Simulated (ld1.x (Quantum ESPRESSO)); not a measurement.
**Which setting gave this result? (iron, RRKJ)**

Base potential:

ld1.x (Quantum ESPRESSO) 7.5 input, shortened:

```
&input
   title='Fe', zed=26., rel=2, dft='PZ', iswitch=3,
   config='[Ar] 3d6 4s2 4p0', rel_dist='average'
 /
 &inputp
   pseudotype=2, tm=.false., lloc=0,
   nlcc=.true.
 /
3
4P  2  1   0.00   0.00  3.05  3.05  0.0
3D  3  2   6.00   0.00  1.65  1.65  0.0
4S  1  0   2.00   0.00  2.30  2.30  0.0
 &test
   configts(1)='3d6 4s2 4p0'
 /
```

Open shells are filled in proportion to 2j + 1 (rel_dist='average').

Cutoffs, loose and tight: the cutoffs (Ry, on a coarse ladder) from which the occupation-weighted sum of valence levels, in a spherical-Bessel basis at the reference potential, stays within 10 and 1 mRy of its value at 400 Ry. They do not see the model core or the augmentation charge, which bear on the density cutoff. Test errors are all-electron minus pseudo excitation energies from the reference, over the configurations 3d6 4s1 4p0; 3d6 4s0 4p0; 3d5 4s0 4p0; 3d4 4s0 4p0; 3d6.5 4s1.5 4p0; 3d5 4s2 4p0; 3d7 4s1 4p0; variants that change the core or the reference have their own tests. The largest error is taken over the tests solved by every variant that gives reliable tests at all, those not shown here included: 3d4 4s0 4p0; 3d5 4s0 4p0; 3d5 4s2 4p0; 3d6 4s0 4p0; 3d6 4s1 4p0; 3d6.5 4s1.5 4p0.

Only the d radius is moved:

```tsv
d radius (bohr)	cutoff, loose	cutoff, tight	bound ghosts	largest test error (meV)
1.1	140 Ry	180 Ry	none	-2356
1.26	110 Ry	160 Ry	none	-2163
1.76	55 Ry	90 Ry	none	-1061
2.06	45 Ry	70 Ry	none	-214
2.26	35 Ry	50 Ry	none	+1007
2.42	35 Ry	45 Ry	none	+1922
```

Problem. One more run gave cutoff, loose: 80 Ry; cutoff, tight: 110 Ry; bound ghosts: none; largest test error (meV): -1728. Which value of the d radius was used?

Solution. 1.52 bohr. The tight cutoff moves one way along this sweep, from 180 Ry at 1.1 to 45 Ry at 2.42 bohr, which places the run between 1.26 and 1.76 bohr.
